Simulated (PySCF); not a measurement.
Ta(O)(OH)(NH2)2 (H₅N₂O₂Ta), SMILES [NH2][Ta]([NH2])(=[O])[OH], multiplicity 1.

Geometry: PBE0-D3(BJ)/def2-SVP. The multiplicity is an assumed one; no other spin state was optimised. The structure was generated by enumeration; whether it is a known compound was not checked. The def2 effective core potentials stand for the cores of Ta; spin–orbit coupling is left out. Other conformers were not sampled.

Computed with TDDFT-PBE/def2-SVPD (PySCF).

Vertical excitations. Gas-phase values at a fixed geometry. State labels are in the subgroup Cs.

| state | symmetry | energy (eV) | λ (nm) | f | main pairs |
|---|---|---|---|---|---|
| S1 | A' | 5.04 | 246 | 0.014 | HOMO→LUMO 95 % |
| S2 | A" | 5.13 | 242 | 0.012 | HOMO→LUMO+1 88 % |
| S3 | A" | 5.44 | 228 | 0.022 | HOMO→LUMO+2 59 %, HOMO−1→LUMO 31 % |
| S4 | A" | 5.77 | 215 | 0.030 | HOMO−1→LUMO 59 %, HOMO→LUMO+3 17 %, HOMO→LUMO+2 15 % |
| S5 | A' | 5.84 | 212 | 0.016 | HOMO−1→LUMO+1 89 % |
| S6 | A" | 6.01 | 206 | 0.034 | HOMO→LUMO+3 79 % |
| S7 | A' | 6.17 | 201 | 0.013 | HOMO−1→LUMO+2 55 %, HOMO→LUMO+4 34 % |
| S8 | A" | 6.23 | 199 | 0.001 | HOMO→LUMO+5 99 % |
| S9 | A' | 6.29 | 197 | 0.001 | HOMO→LUMO+4 59 %, HOMO−1→LUMO+2 17 %, HOMO→LUMO+6 13 % |
| S10 | A" | 6.50 | 191 | 0.002 | HOMO−3→LUMO 84 % |
| T1 | A' | 4.75 | 261 | 0 | HOMO→LUMO 98 % |
| T2 | A" | 4.91 | 253 | 0 | HOMO→LUMO+1 66 %, HOMO→LUMO+2 31 % |
| T3 | A" | 5.04 | 246 | 0 | HOMO→LUMO+2 64 %, HOMO→LUMO+1 34 % |
| T4 | A" | 5.47 | 226 | 0 | HOMO−1→LUMO 94 % |
Triplets are in the Tamm–Dancoff approximation, which puts them higher than full response would, so one can lie above its singlet here.
